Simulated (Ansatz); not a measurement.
Stepwise reaction of `[SiH3][O][Zn][O][SiH3]` with methanol, as a gas-phase model of exchange steps in deposition or etching. ΔE in kJ/mol.

Calculated with Ansatz (gas phase, PBE0-D4/def2-TZVP geometries, no zero-point term in ΔE). CCSD(T)/CBS is the MP2 limit (def2-TZVPP, def2-QZVPP) plus CCSD(T) − MP2 in def2-TZVPP, frozen cores. This one scheme is used for every species. DFT in def2-TZVPP. B3LYP here is the variant with VWN-RPA as its local correlation; programs differ in this. For Zn outer-core shells are correlated without core-valence functions, which leaves a few kJ/mol of doubt a bond. Scalar relativity is left out up to krypton. One conformer a species, not always the lowest.

```tsv
step	reaction	PBE-D4	B3LYP-D4	ωB97M-V	CCSD(T)/CBS
2	`C[O][Zn][O][SiH3]` + CH₃OH → `C[O][Zn][O]C` + `O[SiH3]`	24.1	29.2	30.8	33.5
```

Q: Give the row of step 1, `[SiH3][O][Zn][O][SiH3]` + CH₃OH → `C[O][Zn][O][SiH3]` + `O[SiH3]`. (Estimate.)

A: The calculation gave: 
```tsv
step	reaction	PBE-D4	B3LYP-D4	ωB97M-V	CCSD(T)/CBS
1	`[SiH3][O][Zn][O][SiH3]` + CH₃OH → `C[O][Zn][O][SiH3]` + `O[SiH3]`	23.2	28.2	29.8	32.6
```

Q: By hand: ΔE of the 2 steps together at CCSD(T)/CBS.

A: (32.6) + (33.5) = 66.1 kJ/mol, or 33.0 kJ/mol a step.

In ΔE the steps differ by no more than 0.9 kJ/mol. All are uphill at CCSD(T)/CBS. PBE-D4 differs from CCSD(T)/CBS by -9.4 to -9.4 kJ/mol a step. Isolated molecules leave out the surface, adducts and barriers. Largest T1 diagnostic: 0.017.
